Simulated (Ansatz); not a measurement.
Geometry optimisation, Ansatz 0.2.0, RKS B3LYP/def2-SVP.

The input (input.yaml):

```yaml
crystal:
  periodic: [false, false, false]
  atoms:
    - { symbol: Ge, position_ang: [-0.0218, -0.5429, -0.2444] }
    - { symbol: H, position_ang: [0.8128, 0.8302, 0.9394] }
    - { symbol: F, position_ang: [-0.9268, -1.5712, -1.3292] }
    - { symbol: F, position_ang: [-0.1041, -1.5704, 1.1702] }
    - { symbol: F, position_ang: [1.5085, -0.5812, -1.1026] }
    - { symbol: H, position_ang: [0.1998, 1.5785, 0.8167] }
    - { symbol: Br, position_ang: [-1.4684, 1.8571, -0.2501] }
basis:
  gaussian: { orbitals: def2-SVP }
hamiltonian:
  xc: b3lyp
relax:
  f_tol: 0.15
  max_steps: 25
  restrain:
    - { distance: [0, 6], at: 2.4, k: 30.0 }
    - { distance: [5, 1], at: 0.62, k: 30.0 }
    - { distance: [0, 1], at: 2.81, k: 30.0 }
    - { distance: [5, 6], at: 2.81, k: 30.0 }
output:
  orbitals: {}
```

Run as:

```bash
$ ansatz run input.yaml --threads 2 --pin off --max-ram 3072MiB --backend cpu --events-out ev --progress --plain --runs-dir out
```

**Question.** Where does it end, and by what steps?

**Answer.** The run converged. The restraints hold the end off the free minimum. After 6 steps the energy has fallen by 2.305 eV (the restraints' own energy left out); H6 moved furthest, 0.57 Å. Joined: H2–H6 (0.98 → 0.70 Å).

```json
{"step": "0", "energy less start (eV)": "0.0000", "largest force component (eV/Å)": "2.100", "accepted": "yes"}
{"step": "1", "energy less start (eV)": "-0.8015", "largest force component (eV/Å)": "2.179", "accepted": "yes"}
{"step": "2", "energy less start (eV)": "-1.1189", "largest force component (eV/Å)": "3.800", "accepted": "yes"}
{"step": "3", "energy less start (eV)": "-1.8010", "largest force component (eV/Å)": "3.365", "accepted": "yes"}
{"step": "4", "energy less start (eV)": "-2.1974", "largest force component (eV/Å)": "2.288", "accepted": "yes"}
{"step": "5", "energy less start (eV)": "-2.2955", "largest force component (eV/Å)": "1.823", "accepted": "yes"}
{"step": "6", "energy less start (eV)": "-2.3047", "largest force component (eV/Å)": "1.806", "accepted": "yes"}
```

```xyz
7
Properties=species:S:1:pos:R:3
Ge -0.303 -0.586 -0.468
H 1.162 1.057 1.285
F -1.007 -1.780 -1.479
F -0.221 -1.265 1.104
F 1.296 -0.346 -1.038
H 0.668 1.533 1.134
Br -1.594 1.387 -0.537
```

Run time: 22 s on 2 threads of Intel(R) Xeon(R) Platinum 8488C (Sapphire Rapids), on a shared host, peak memory 0.34 GiB.
